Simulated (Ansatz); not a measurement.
One change: `[CH3][W]([NH2])(=[O])=[O]` becomes `[NH2][W]([NH2])(=[O])=[O]`.

Ansatz, PBE0-D4/def2-TZVP geometries, multiplicity 1. Each molecule was computed in one conformer, which needn't be the lowest.

Elements past krypton have def2 core potentials.

```
                                                                                  property  `[CH3][W]([NH2])(=[O])=[O]`
ideal-gas entropy at 298 K and 1 bar (rigid rotor, harmonic PBE0-D4/def2-TZVP) / J/(mol·K)                          356
                                        size of the dipole moment (ωB97M-V/def2-TZVPP) / D                         4.39
                                                        LUMO energy (PBE0/def2-TZVPP) / eV                        -1.54
                                                     HOMO energy (ωB97M-V/def2-TZVPP) / eV                       -11.04
                                                         HOMO energy (PBE/def2-TZVPP) / eV                        -7.04
                                                        HOMO energy (PBE0/def2-TZVPP) / eV                        -8.64
```

(1) What does the change do to each property? (Best estimate.)

## Answers

(1) Ansatz gave: 
| property | `[NH2][W]([NH2])(=[O])=[O]` | shift |
| --- | --- | --- |
| ideal-gas entropy at 298 K and 1 bar (rigid rotor, harmonic PBE0-D4/def2-TZVP) / J/(mol·K) | 348 | -8 |
| size of the dipole moment (ωB97M-V/def2-TZVPP) / D | 4.39 | 0.00 |
| LUMO energy (PBE0/def2-TZVPP) / eV | -1.17 | 0.37 |
| HOMO energy (ωB97M-V/def2-TZVPP) / eV | -10.10 | 0.94 |
| HOMO energy (PBE/def2-TZVPP) / eV | -6.42 | 0.62 |
| HOMO energy (PBE0/def2-TZVPP) / eV | -7.83 | 0.81 |

With PBE0 the HOMO rises by 0.81 eV and the LUMO rises by 0.37 eV, so the gap narrows by about 0.44 eV. PBE moves the HOMO by 0.62 eV and ωB97M-V by 0.94 eV. The zero-point energy changes by -28.0 kJ/mol with -3 modes. Dipoles are sizes alone; their direction can turn.
